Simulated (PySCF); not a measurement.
Isomers of C7H5F5O, mass 200.026 u with the commonest isotopes. Method used: PBE0-D3(BJ)/def2-SVP geometry optimisation, gas phase in PySCF. One conformer each, none proved a minimum here; rigid rotors.

Question: Order these by rotational constant C, largest first.
A. `[F:1][C:2]1=[C:3]([C@H:4]([F:5])[C:6]([F:7])([F:8])[F:9])[O:10][CH:11]=[CH:12][CH2:13]1` with C2–C3–C4–F5 -118°
B. `[F:1][C:2]1=[C:3]([O:4][CH:5]([F:6])[F:7])[CH:8]=[CH:9][C:10]([F:11])([F:12])[CH2:13]1` with C2–C3–O4–C5 27°, C3–O4–C5–F6 175°, C2–C3–C8–C9 8°, C8–C9–C10–F11 -150°, C9–C10–C13–C2 36°, F1–C2–C13–C10 159°
C. `[CH:1]#[C:2][C@H:3]([CH3:4])[C:5](=[O:6])[C:7]([F:8])([F:9])[C:10]([F:11])([F:12])[F:13]` with C2–C3–C5–O6 107°, C3–C5–C7–F8 17°

Answer: C (537.4 MHz), A (504.0 MHz), B (386.5 MHz).

Question: Order these by rotational constant B, smallest first.
A. `[F:1][C:2]1=[C:3]([O:4][CH:5]([F:6])[F:7])[CH:8]=[CH:9][C:10]([F:11])([F:12])[CH2:13]1` with C2–C3–O4–C5 27°, C3–O4–C5–F6 175°, C2–C3–C8–C9 8°, C8–C9–C10–F11 -150°, C9–C10–C13–C2 36°, F1–C2–C13–C10 159°
B. `[CH:1]#[C:2][C@H:3]([CH3:4])[C:5](=[O:6])[C:7]([F:8])([F:9])[C:10]([F:11])([F:12])[F:13]` with C2–C3–C5–O6 107°, C3–C5–C7–F8 17°
C. `[F:1][C:2]1=[C:3]([C@H:4]([F:5])[C:6]([F:7])([F:8])[F:9])[O:10][CH:11]=[CH:12][CH2:13]1` with C2–C3–C4–F5 -118°

Answer: A (420.2 MHz), C (567.5 MHz), B (595.7 MHz).

Question: Order these by out-of-plane moment Σ m c² = (Ia + Ib − Ic)/2, smallest first.
A. `[CH:1]#[C:2][C@H:3]([CH3:4])[C:5](=[O:6])[C:7]([F:8])([F:9])[C:10]([F:11])([F:12])[F:13]` with C2–C3–C5–O6 107°, C3–C5–C7–F8 17°
B. `[F:1][C:2]1=[C:3]([O:4][CH:5]([F:6])[F:7])[CH:8]=[CH:9][C:10]([F:11])([F:12])[CH2:13]1` with C2–C3–O4–C5 27°, C3–O4–C5–F6 175°, C2–C3–C8–C9 8°, C8–C9–C10–F11 -150°, C9–C10–C13–C2 36°, F1–C2–C13–C10 159°
C. `[F:1][C:2]1=[C:3]([C@H:4]([F:5])[C:6]([F:7])([F:8])[F:9])[O:10][CH:11]=[CH:12][CH2:13]1` with C2–C3–C4–F5 -118°

Answer: B (80.31 u·Å²), C (129.66 u·Å²), A (146.86 u·Å²).

| SMILES | point group | Ia (u·Å²) | Ib (u·Å²) | Ic (u·Å²) | κ | μa (D) | μb (D) | μc (D) |
| --- | --- | --- | --- | --- | --- | --- | --- | --- |
| FC1=C(OC(F)F)C=CC(F)(F)C1 | C1 | 265.52 | 1202.58 | 1307.48 | -0.96 | 0.26 | 0.35 | 0.29 |
| FC1=C([C@H](F)C(F)(F)F)OC=CC1 | C1 | 371.49 | 890.48 | 1002.64 | -0.85 | 3.27 | 0.14 | 0.68 |
| C#C[C@H](C)C(=O)C(F)(F)C(F)(F)F | C1 | 385.75 | 848.43 | 940.45 | -0.85 | 1.58 | 0.01 | 1.58 |
